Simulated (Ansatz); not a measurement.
CH$_{6}$InN (`N[CH2][InH2]`), 9 atoms. The species carries charge 0 and has multiplicity 1. Correlated methods include outer-core shells of In, which these sets cover unevenly. In takes the def2 core potential. Hardware: A = 2 threads of an AMD EPYC 7R13 on a shared host; B = 2 threads of an AMD EPYC 7R13 on a shared host and a share of an NVIDIA H100 80 GB. Correlated methods freeze the cores. Open-shell runs search over several starts.

Give the basis size and wall time and peak host memory of each of these runs in Ansatz. UKS PBE0-D4/def2-TZVPP energy of the cation [A]; RKS CAM-B3LYP-D4/def2-TZVPP energy [A]; RHF-CCSD(T)/def2-TZVPP energy [B]; UKS B2PLYP (frozen core)/def2-TZVPP energy of the cation [A]; RHF-CCSD(T)/def2-SVP energy [A]; UKS PBE-D4/def2-TZVPP energy of the cation [A]; RKS B3LYP-D4/def2-TZVPP energy and forces [A]; UKS ωB97M-V/def2-TZVPP energy of the cation [A]; RKS SPW92 (LDA)/def2-TZVPP energy [A]; UKS r2SCAN-D4/def2-TZVPP energy of the cation [A]; UHF-CCSD(T)/def2-TZVPP energy of the cation [B]; UKS ωB97X-V/def2-TZVPP energy of the cation [A]. (An estimate is asked.)

The calculation gave: Other jobs shared the machine, so times are rough.

```json
{"level": "RKS SPW92 (LDA)/def2-TZVPP", "job": "energy [A]", "functions": "196", "wall time": "1.1 s", "peak host memory (GiB)": "0.23"}
{"level": "RKS CAM-B3LYP-D4/def2-TZVPP", "job": "energy [A]", "functions": "196", "wall time": "2.8 s", "peak host memory (GiB)": "0.45"}
{"level": "RHF-CCSD(T)/def2-SVP", "job": "energy [A]", "functions": "84", "wall time": "3.6 s", "peak host memory (GiB)": "0.33"}
{"level": "RKS B3LYP-D4/def2-TZVPP", "job": "energy and forces [A]", "functions": "196", "wall time": "3.7 s", "peak host memory (GiB)": "0.44"}
{"level": "UKS PBE0-D4/def2-TZVPP", "job": "energy of the cation [A]", "functions": "196", "wall time": "6 s", "peak host memory (GiB)": "0.53"}
{"level": "UKS PBE-D4/def2-TZVPP", "job": "energy of the cation [A]", "functions": "196", "wall time": "6 s", "peak host memory (GiB)": "0.32"}
{"level": "RHF-CCSD(T)/def2-TZVPP", "job": "energy [B]", "functions": "196", "wall time": "9 s", "peak host memory (GiB)": "0.79"}
{"level": "UKS r2SCAN-D4/def2-TZVPP", "job": "energy of the cation [A]", "functions": "196", "wall time": "12 s", "peak host memory (GiB)": "0.37"}
{"level": "UKS ωB97X-V/def2-TZVPP", "job": "energy of the cation [A]", "functions": "196", "wall time": "16 s", "peak host memory (GiB)": "0.73"}
{"level": "UKS ωB97M-V/def2-TZVPP", "job": "energy of the cation [A]", "functions": "196", "wall time": "18 s", "peak host memory (GiB)": "0.77"}
{"level": "UKS B2PLYP (frozen core)/def2-TZVPP", "job": "energy of the cation [A]", "functions": "196", "wall time": "19 s", "peak host memory (GiB)": "0.68"}
{"level": "UHF-CCSD(T)/def2-TZVPP", "job": "energy of the cation [B]", "functions": "196", "wall time": "20 s", "peak host memory (GiB)": "0.82"}
```

B3LYP here is the variant with VWN-RPA as its local correlation; programs differ in this.
